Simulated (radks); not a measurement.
Values are calculated unless marked as measured or tabulated.
Pm12+, configuration [Kr] 4d10 4f1 5s2. Level of theory: scalar-relativistic Kohn-Sham, PBEsol, spin-polarised, spherical densities, point nucleus; open shells are filled with parallel spins first (spin-orbit coupling, left out, can overturn this in heavy ions) (a radial shooting solver on a logarithmic mesh with Libxc functionals).

Normalised radial functions P(r) = r R(r), r in bohr:

r,4p up,5s down,4f up
0.002403,0.0101,0.0973,0.0000
0.003129,0.0159,0.1171,0.0000
0.004074,0.0249,0.1387,0.0000
0.005348,0.0394,0.1612,0.0000
0.006963,0.0611,0.1807,0.0000
0.00914,0.0948,0.1936,0.0000
0.0119,0.1426,0.1927,0.0001
0.0155,0.2093,0.1705,0.0001
0.02034,0.2998,0.1164,0.0004
0.02649,0.4046,0.0282,0.0010
0.03477,0.5129,-0.0942,0.0025
0.04527,0.5822,-0.2198,0.0062
0.05895,0.5595,-0.3042,0.0148
0.07737,0.3739,-0.2814,0.0346
0.1007,0.0091,-0.1083,0.0743
0.1322,-0.4753,0.1866,0.1525
0.1722,-0.8260,0.4240,0.2833
0.2242,-0.7688,0.3919,0.4804
0.2943,-0.1452,-0.0103,0.7415
0.3832,0.7559,-0.5087,0.9996
0.503,1.4143,-0.6291,1.1783
0.655,1.4069,-0.1148,1.1790
0.8529,0.9151,0.6792,0.9894
1.119,0.3774,1.1180,0.6630
1.458,0.0971,0.9066,0.3403
1.913,0.0126,0.4090,0.1159
2.491,0.0008,0.1013,0.0245
3.244,0.0000,0.0118,0.0026

4p up: eigenvalue -455.62 eV, 2 radial nodes at r = 0.101, 0.308 bohr, <r> = 0.614 bohr, 90 % of the charge inside 0.888 bohr. 5s down: eigenvalue -220.71 eV, 4 radial nodes at r = 0.0284, 0.112, 0.293, 0.681 bohr, <r> = 1.20 bohr, 90 % of the charge inside 1.68 bohr. 4f up: eigenvalue -211.02 eV, 0 radial nodes, <r> = 0.726 bohr, 90 % of the charge inside 1.14 bohr.
